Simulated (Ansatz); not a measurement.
Consider the ligand exchange at a B–C bond: `C[B](C)[GeH3]` + HCl → `C[B](Cl)[GeH3]` + CH₄.

Gas-phase electronic energies from Ansatz, PBE0-D4/def2-TZVP geometries. CCSD(T)/CBS adds triple-zeta CCSD(T) − MP2 to the extrapolated MP2 energy (def2 sets, frozen cores). This one scheme is used for every species. DFT in def2-TZVPP. For Ge outer-core shells are correlated without core-valence functions, which leaves a few kJ/mol of doubt a bond. Scalar relativity is left out up to krypton.

```
             level  ΔE (kcal/mol)  difference from CCSD(T)/CBS
           PBE0-D4          -23.7                         -0.1
        r2SCAN0-D4          -24.2                         -0.6
            revPBE          -24.5                         -0.9
              PBE0          -23.8                         -0.2
           r2SCANh          -24.5                         -0.9
             BHLYP          -24.2                         -0.6
     HF/def2-TZVPP          -24.5                         -0.9
    MP2/def2-QZVPP          -24.6                         -1.0
SCS-MP2/def2-QZVPP          -24.4                         -0.8
    CCSD/CBS(def2)          -23.1                          0.5
       CCSD(T)/CBS          -23.6                            0
```

Largest T1 diagnostic among the species: 0.012.

At CCSD(T), def2-SVP lies −2.7 kcal/mol from the extrapolated value and def2-TZVPP −0.1 kcal/mol. Leaving LDA and LC-ωPBE aside and taking each functional with its dispersion term where it has one, the values, not all of them listed here, spread over 1.0 kcal/mol, from B2PLYP to CAM-B3LYP-D4. LDA lies +1.2 kcal/mol from PBE without D4.
